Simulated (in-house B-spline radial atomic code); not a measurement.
Ba⁺. Computed with a B-spline radial atomic code. Model: non-relativistic spherical atom: semilocal Troullier-Martins pseudo-atom, one channel per l, against all electrons, high spin, G0W0 and RPA with empty states to l = 8, local potential for every l without a channel, a model core (radius 0 = none) keeps its share of the functional.

Without relativity these are model numbers for so heavy an element.

What the tables leave out is listed at the end.

The pseudopotential gives back the lowest level of each angular momentum of its own functional in the configuration it was made in; a second state of the same l is only approximately right. Exact exchange, RPA and GW see the smooth pseudo-orbitals and miss the exchange with the core, for which the functional's share stands in. The column with an uncorrelated core keeps all orbitals and exact exchange, and so separates missing core correlation from pseudisation. Only the three outermost levels and the lowest empty one were computed. RPA here is direct RPA, with no exchange kernel, and its energies carry an (l + 1/2)⁻⁴ tail. A hybrid on a potential with a model core restores only its own semilocal share of the core's exchange.

Command:
```bash
python run_psgw.py task.json out
```
Settings (lengths in bohr, energies in hartree):
```
Z                      56
electrons              55
configuration          [Xe] 6s1
generated_in           [Xe] 6s1
functional             lda,vwn
core_shells            8
radius_factor          1.15
core_correction        True
ion_configuration      [Kr] 4d10 5s2 5p6
```

Time taken, with all properties: 61 s on 1 thread of Intel(R) Xeon(R) Platinum 8259CL CPU @ 2.50GHz (Skylake/Cascade Lake), on a shared host.

Given: made with LDA VWN5; model core radius 0.52 bohr; local radius 0.971 bohr; mean-field start PBE0.

Valence shells of the generating configuration: 4d, 5s, 5p, 6s.

Channel: s 1.747, p 1.93, d 0.802 (radii in bohr).

Computed: largest level miss in the spin-unpolarised generating configuration 0.049 eV; valence RPA correlation energy all-electron orbitals -1.1322 hartree; valence RPA correlation energy pseudo -1.3813 hartree; all-electron RPA polarisability, core included 76.441 bohr³; ionisation by mean-field all-electron 9.6691 eV; ionisation by mean-field pseudo minus all 0.051 eV; ionisation by RPA pseudo minus all 0.069 eV.

| level | occupied | mean-field all-electron (eV) | mean-field pseudo minus all (eV) | G0W0 all-electron (eV) | G0W0 uncorrelated core minus all (eV) | G0W0 pseudo minus all (eV) | exchange self-energy all-electron (eV) | exchange self-energy pseudo (eV) |
| --- | --- | --- | --- | --- | --- | --- | --- | --- |
| 6s up | 1 | -8.0861 | -0.04 | -10.093 | 0.01 | -0.108 | -6.9161 | -6.7068 |

Q: What is the pseudo-atom RPA polarisability?

A: 75.528 bohr³.

Q: What is the ionisation by RPA all-electron?

A: 10.064 eV.

Among the listed levels the largest G0W0 shift of the pseudo-atom is -0.11 eV, for 6s up on the PBE0 start, while leaving the core uncorrelated moves that level by +0.01 eV. The rest, -0.12 eV, comes from pseudisation and the lost core exchange. Not in the tables (levels of low weight, unsolved or above zero; the highest and the empty levels are kept at any weight): the LDA start was refused, since an empty level lay at or below an occupied one; on PBE0 the G0W0 levels 5p down (pseudo minus all -0.53 eV, weights 0.74 and 0.78), 5p up (pseudo minus all -0.53 eV, weights 0.72 and 0.76), 5d up (pseudo minus all -0.44 eV, weights 0.28 and 0.62); no Hartree-Fock pseudo-atom is run with a model core.
